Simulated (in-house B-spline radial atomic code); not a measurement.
# B3LYP (VWN-RPA) excitations of P³⁺

Method: B3LYP (VWN-RPA). Computed with an all-electron radial atomic-structure program (B-spline basis): linear response of the closed shell [Ne] 3s2 with the functional's adiabatic kernel; scalar-relativistic (spin-free one-electron X2C), finite nucleus, no spin-orbit coupling, no double excitations, S, P, D and F terms only.

Command:
```bash
python run_td.py task.json out
```
Settings (radii: box in bohr, nucleus in fm):
```
Z                        15
electrons                12
configuration            [Ne] 3s2
hamiltonian              x2c
method                   b3lyp
box_radius               23.08
rms_radius               3.1889
intervals                73
```

Time taken, with all properties: 0.5 s on 1 thread of Intel(R) Xeon(R) Platinum 8488C (Sapphire Rapids), on a shared host.

The lowest states, in the order of their Tamm-Dancoff energies; the method's threshold (minus the highest occupied level) is 46.82 eV. Labels give the largest channel, * marks a mixed state, and oscillator strengths are full-response dipole values. Semilocal kernels can invert the small singlet-triplet splittings of Rydberg terms. Energies in eV:

| state | full response | Tamm-Dancoff | oscillator strength |
| --- | --- | --- | --- |
| 3s → 3p 3P | 7.951 | 8.228 | - |
| 3s → 3p 1P | 13.157 | 13.696 | 1.48 |
| 3s → 3d 3D | 22.004 | 22.084 | - |
| 3s → 3d 1D | 23.986 | 23.994 | - |
| 3s → 4s 3S | 27.525 | 27.531 | - |
| 3s → 4s 1S | 28.471 | 28.499 | - |
| 3s → 4p 3P | 30.82 | 30.83 | - |
| 3s → 4p 1P | 31.19 | 31.23 | 0.0533 |
| 3s → 4d 3D | 35.13 | 35.14 | - |
| 3s → 4d 1D | 35.36 | 35.36 | - |
| 3s → 4f 3F | ? | ? | - |
| 3s → 4f 1F | 36.34 | 36.34 | - |
| 3s → 5s 3S | 36.79 | 36.79 | - |
| 3s → 5s 1S | ? | ? | - |
| 3s → 5p 3P | 38.11 | 38.11 | - |
| 3s → 5p 1P | 38.24 | 38.25 | 0.0257 |

Q: Where does 3s → 5s 1S lie?

A: At 37.08 eV in full response, 37.09 eV in Tamm-Dancoff.

Q: Where does 3s → 4f 3F lie?

A: At 36.28 eV in full response, 36.29 eV in Tamm-Dancoff.

Q: How large is the singlet-triplet splitting of 3s → 3p (P terms) in Tamm-Dancoff?

A: 5.47 eV, from the unrounded values.

Q: What polarisabilities and dispersion coefficient does the method give?

A: Dipole 6.55 bohr³, quadrupole 13.56 bohr⁵, C6 16.38 hartree·bohr⁶ for two such species.
